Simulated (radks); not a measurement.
Species: Mn4+. Configuration: [Ar] 3d3 (the NIST ground configuration). Method: non-relativistic Kohn-Sham, PBE, spin-unpolarised, spherical densities, point nucleus; computed with a radial shooting solver on a logarithmic mesh with Libxc functionals.

Radial electron density D(r) = 4 pi r^2 rho(r):

```
   r/bohr * D(r) (the largest magnitude, 33, reaches the edge; | marks zero)
 0.005839 |     *
 0.006584 |      *
 0.007423 |       *
  0.00837 |         *
 0.009362 |           *
  0.01056 |              *
   0.0119 |                *
  0.01342 |                   *
  0.01501 |                       *
  0.01692 |                          *
  0.01908 |                              *
  0.02151 |                                  *
  0.02426 |                                      *
  0.02713 |                                         *
  0.03059 |                                            *
  0.03449 |                                               *
  0.03889 |                                                *
  0.04384 |                                                 *
  0.04904 |                                                *
  0.05529 |                                              *
  0.06234 |                                            *
  0.07029 |                                         *
  0.07925 |                                       *
  0.08864 |                                      *
  0.09995 |                                      *
   0.1127 |                                       *
   0.1271 |                                           *
   0.1433 |                                               *
   0.1602 |                                                   *
   0.1807 |                                                      *
   0.2037 |                                                      *
   0.2297 |                                                   *
    0.259 |                                              *
   0.2896 |                                       *
   0.3266 |                               *
   0.3682 |                        *
   0.4151 |                   *
   0.4681 |                  *
   0.5236 |                   *
   0.5903 |                     *
   0.6656 |                      *
   0.7504 |                       *
   0.8394 |                     *
   0.9464 |                  *
    1.067 |              *
    1.203 |         *
    1.356 |      *
    1.517 |   *
    1.711 | *
    1.929 |*
    2.175 *
    2.452 *
    2.743 *
    3.092 *
    3.486 *
```

D(r) has 3 maxima, at r = 0.0431, 0.196, 0.721 bohr, and minima at 0.0945, 0.472 bohr, inside which lie 2.13, 10.58 electrons.
